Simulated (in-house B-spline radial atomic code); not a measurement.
Radial electron density of Pt8+, [Xe] 4f14 5d2. Level of theory: scalar-relativistic (X2C) CAM-B3LYP, spin-polarised, spherical fractional occupations, Fermi nucleus of rms radius 5.427 fm; calculated with an all-electron radial atomic-structure program (B-spline basis).

Caution: exact exchange at fractional occupations of open shells leaves self-interaction of up to several eV.

One-electron X2C: radii and densities carry no picture-change correction, so inner-shell <1/r> comes out high (for 1s by about 2 % at Z = 33, 5 % at 54, 10 % at 75, 30 % at 118) and <r> low.

Columns: r (bohr), 4πr²n(r) (electrons per bohr), bar.

```
0.000316    3.478 #
0.000389    4.625 #
0.000478    6.112 ##
0.000589    8.077 ##
0.000725    10.61 ###
0.000892    13.87 ####
  0.0011    18.08 ######
 0.00135    23.27 #######
 0.00166    29.77 #########
 0.00205    37.86 ############
 0.00252    47.29 ##############
  0.0031    58.19 ##################
 0.00382     70.3 #####################
  0.0047    82.79 #########################
 0.00579    94.74 #############################
 0.00712    104.5 ################################
 0.00877    110.7 ##################################
  0.0108    111.9 ##################################
  0.0133      108 #################################
  0.0164      101 ###############################
  0.0201    95.47 #############################
  0.0248     96.5 #############################
  0.0305    107.7 #################################
  0.0375    126.3 #######################################
  0.0462    142.5 ###########################################
  0.0569    144.2 ############################################
    0.07    129.9 ########################################
  0.0862      114 ###################################
   0.106    115.3 ###################################
   0.131    130.8 ########################################
   0.161    131.9 ########################################
   0.198    105.2 ################################
   0.244     76.6 #######################
     0.3    75.31 #######################
   0.369    86.17 ##########################
   0.454       78 ########################
   0.559    52.37 ################
   0.688    31.33 ##########
   0.847    21.45 #######
    1.04    15.27 #####
    1.28    8.631 ###
    1.58    3.384 #
    1.95   0.8903 
     2.4   0.1553 
    2.95  0.01647 
    3.63 0.0008837 
    4.47 2.008e-05
```

On this grid the curve has 4 maxima, near 0.0108, 0.0569, 0.161, 0.369 bohr.

The 5p down radial function P(r) = rR(r), positive near the nucleus:

```csv
r (bohr),P
0.000478,0.001187
0.000725,0.002132
0.0011,0.0039
0.00166,0.007191
0.00252,0.01352
0.00382,0.02544
0.00579,0.0474
0.00877,0.08595
0.0133,0.1481
0.0201,0.2312
0.0305,0.3049
0.0462,0.2799
0.07,0.04525
0.106,-0.3282
0.161,-0.3723
0.244,0.2425
0.369,0.6243
0.559,-0.1853
0.847,-1.112
1.28,-0.8955
1.95,-0.2447
2.95,-0.01876
```
